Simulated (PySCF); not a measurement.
**Question.** Give a PBE0-D3(BJ)/def2-SVP geometry of `C/N=C/[Si@H]1CC[SiH2]O1`.

**Answer.** 
```
atom  x, y, z in Å
C1     3.7912   -0.3804   -0.3283
N2     2.4503   -0.2936   -0.8306
C3     1.5776    0.3540   -0.1721
Si4   -0.1850    0.3613   -0.8298
C5    -1.2223   -1.0684   -0.1324
C6    -2.6594   -0.5380    0.0630
Si7   -2.4939    1.2850    0.5567
O8    -1.0441    1.6666   -0.2022
H9     4.0598   -1.4411   -0.1904
H10    4.4889    0.0160   -1.0840
H11    3.9484    0.1584    0.6279
H12    1.8357    0.8564    0.7904
H13   -0.1576    0.4181   -2.3183
H14   -0.7824   -1.3473    0.8415
H15   -1.1853   -1.9740   -0.7588
H16   -3.2348   -1.1382    0.7863
H17   -3.2144   -0.5778   -0.8904
H18   -2.3647    1.4757    2.0345
H19   -3.5960    2.1551    0.0534
```

Any rigid rotation of these coordinates is as good. Atoms count from 1 in this order. Of the pairs four or more bonds apart, H11···H12 is among the closest relative to their van der Waals radii: 2.23 Å, 93 % of the sum of Bondi's values. Si7 (oxygen-bound silicon) is distorted tetrahedral (angles from 100.1° to 114.1°). Si4 (oxygen-bound silicon) is distorted tetrahedral (angles from 99.7° to 113.9°). The 5-membered ring Si4–C5–C6–Si7–O8 has internal angles of 99.7° to 115.6°; it is puckered, 0.16 Å rms from its mean plane, widest ring torsion 34°.

Bonds between heavy atoms (Å): C1–N2 1.434, N2=C3 1.271, C3–Si4 1.881, Si4–C5 1.899, C5–C6 1.544, C6–Si7 1.896, Si7–O8 1.680, Si4–O8 1.684.

Method used: PBE0-D3(BJ)/def2-SVP geometry optimisation, gas phase (PySCF).

Point group: C1 (no symmetry element, even within 0.4 Å). Stationary, but not proved a minimum. The numbers are those of one conformer (N2–C3–Si4–C5 90°, C3–Si4–C5–C6 144°, Si4–C5–C6–Si7 -34°, C5–C6–Si7–O8 28°, C6–Si7–O8–Si4 -10°).
